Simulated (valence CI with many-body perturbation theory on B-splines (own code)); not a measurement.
Mg⁷⁺: what each term of the Hamiltonian does

Calculated by relativistic CI+MBPT: three valence electrons over a frozen Dirac-Fock core [He], a basis of 11 s, 11 p, 9 d, 7 f, 5 g, 2 h, 1 i functions for each j, with the one-electron correlation potential Σ1 (screened to all orders), the two-electron term Σ2, the three-electron term Σ3, Breit, model QED; selected single and double excitations, second order for the rest, scaled by the run's own slope (own B-spline code, finite nucleus).

No measured spectrum was set against this ion. As an estimate, levels hold to about 100 cm⁻¹ or 0.05 % of their energy and the worst to 300 or 400 cm⁻¹, as in measured light ions of charge 2 to 7.

Each rung adds one term. CI alone is the Dirac-Coulomb CI over the frozen core; QED comes last and gives the full result, which names the levels. Energies are above 2s2 2p 2P°_1/2 on the same rung, in eV.

Letters in brackets count levels of one name in rising energy.

| Level | CI alone | + Σ1 | + Σ2 | + Σ3 | + Breit | Full |
| --- | --- | --- | --- | --- | --- | --- |
| 2s2 2p 2P°_3/2 | 0.44 | 0.44 | 0.44 | 0.44 | 0.41 | 0.41 |
| 2s 2p2 4P_1/2 | 16.23 | 16.11 | 16.10 | 16.11 | 16.12 | 16.10 |
| 2s 2p2 4P_3/2 | 16.38 | 16.26 | 16.25 | 16.26 | 16.26 | 16.24 |
| 2s 2p2 4P_5/2 | 16.63 | 16.51 | 16.50 | 16.51 | 16.47 | 16.45 |
| 2s 2p2 2D_5/2 | 29.03 | 28.92 | 28.87 | 28.85 | 28.83 | 28.80 |
| 2s 2p2 2D_3/2 | 29.03 | 28.92 | 28.86 | 28.85 | 28.83 | 28.81 |
| 2s 2p2 2S_1/2 | 37.18 | 37.07 | 37.06 | 37.02 | 37.03 | 37.00 |
| 2s 2p2 2P_1/2 | 39.94 | 39.82 | 39.59 | 39.56 | 39.56 | 39.54 |
| 2s 2p2 2P_3/2 | 40.22 | 40.10 | 39.87 | 39.84 | 39.81 | 39.79 |
| 2p3 4S°_3/2 | 51.83 | 51.59 | 51.36 | 51.34 | 51.33 | 51.28 |
| 2p3 2D°_5/2 | 58.25 | 58.01 | 57.84 | 57.82 | 57.79 | 57.75 |
| 2p3 2D°_3/2 | 58.23 | 58.00 | 57.83 | 57.81 | 57.80 | 57.76 |
| 2p3 2P°_1/2 | 65.53 | 65.31 | 65.13 | 65.11 | 65.11 | 65.06 |
| 2p3 2P°_3/2 | 65.56 | 65.34 | 65.17 | 65.14 | 65.13 | 65.09 |
| 2s2 3s 2S_1/2 | 149.99 | 150.21 | 150.16 | 150.14 | 150.09 | 150.10 |
| 2s2 3p 2P°_1/2 | 158.02 | 158.21 | 158.17 | 158.15 | 158.10 | 158.10 |
| 2s2 3p 2P°_3/2 | 158.14 | 158.32 | 158.28 | 158.26 | 158.20 | 158.21 |
| 2s2 3d 2D_3/2 | 165.52 | 165.74 | 165.69 | 165.67 | 165.61 | 165.61 |
| 2s2 3d 2D_5/2 | 165.55 | 165.77 | 165.72 | 165.70 | 165.63 | 165.64 |
| 2s 2p 3s 4P°_1/2 | 167.56 | 167.64 | 167.61 | 167.59 | 167.56 | 167.55 |
| 2s 2p 3s 4P°_3/2 | 167.71 | 167.80 | 167.76 | 167.74 | 167.70 | 167.68 |
| 2s 2p 3s 4P°_5/2 | 167.98 | 168.07 | 168.04 | 168.02 | 167.95 | 167.93 |
| 2s 2p 3s 2P°_1/2 [a] | 171.29 | 171.38 | 171.34 | 171.31 | 171.28 | 171.27 |
| 2s 2p 3s 2P°_3/2 [a] | 171.59 | 171.68 | 171.64 | 171.62 | 171.56 | 171.54 |
| 2s 2p 3p 2P_1/2 [a] | 174.65 | 174.71 | 174.66 | 174.64 | 174.62 | 174.60 |
| 2s 2p 3p 2P_3/2 [a] | 174.80 | 174.86 | 174.81 | 174.79 | 174.74 | 174.72 |
| 2s 2p 3p 4D_1/2 | 174.97 | 175.03 | 174.99 | 174.97 | 174.93 | 174.91 |
| 2s 2p 3p 4D_3/2 | 175.04 | 175.10 | 175.06 | 175.04 | 175.00 | 174.98 |
| 2s 2p 3p 4D_5/2 | 175.16 | 175.22 | 175.18 | 175.16 | 175.11 | 175.09 |
| 2s 2p 3p 4D_7/2 | 175.39 | 175.46 | 175.42 | 175.40 | 175.33 | 175.31 |
| 2s 2p 3p 4S_3/2 | 176.61 | 176.67 | 176.63 | 176.61 | 176.56 | 176.54 |

(1) How does the ionisation energy move along the ladder, and which term matters most?

## Answers

(1) CI alone 265.78, + Σ1 266.02, + Σ2 265.97, + Σ3 265.95, + Breit 265.88, + QED 265.89 eV. The largest step is Σ1, 0.24 eV. NIST lists 265.924 eV (semi-empirical).
